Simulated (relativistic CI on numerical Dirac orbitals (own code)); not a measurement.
**Hyperfine structure of Sm²⁹⁺, mass number 149**

Computed by Dirac-Coulomb-Breit CI, KLI orbitals optimised for each configuration, a model potential for QED, unscaled Slater integrals (own radial code, finite nucleus).

Configurations in the expansion (outside the closed core [Ar] 3d10): 4s²4p³, 4s4p⁴, 4s²4p²4d, 4p⁵, 4s4p³4d, 4s²4p²4f, 4s4p³4f, 4p⁴4d, 4s4p²4d², 4s²4p4d4f, 4p⁴4f, 4s²4p4d², 4s²4d³, 4s4p4d³, 4s²4d²4f, 4s4p4d²4f, 4p³4d², 4p²4d³, 4p²4d²4f. Double excitations out of closed p, d and f shells are left out; levels of such configurations are missing from the list, as are those of other unlisted configurations, and high levels can miss mixing partners.

Nuclear spin I = 7/2, μ = -0.6677 μN, Q = 0.075 b (tables of Stone and Pyykkö). The electronic factors are computed for point nuclear moments, without core polarisation or the Bohr-Weisskopf and QED corrections.

```csv
Level,E (cm⁻¹),A (MHz),B (MHz)
4s²4p³ ²D°5/2,287842,-11820,-5.3
4s²4p³ ²P°1/2,332435,-37820,
4s²4p³ ²P°3/2,590864,-5534,-4360
4s4p⁴ ⁴P5/2,794238,-26650,1420
4s4p⁴ ⁴P3/2,1074358,-17140,-3060
4s4p⁴ ²D5/2,1114695,-27950,-4470
```

Levels with J = 0, under 50 % of one LS term, or S terms without an open s electron are left out. Small factors come from cancelling terms and can be off by tens of per cent or more.

At this charge energies of transitions that change n are usually good to better than 1 %, and those within a shell (Δn = 0) to a few per cent.

Problem. Give the hyperfine levels of 4s²4p³ ²P°1/2 relative to its centre of gravity.

Solution. With K = F(F + 1) − I(I + 1) − J(J + 1), E = AK/2: F = 3: 85090, F = 4: -66180 MHz.

LS names give the leading component of a level, which can be under half, so a name can repeat, a term be missing and a line seem to break the LS rules.
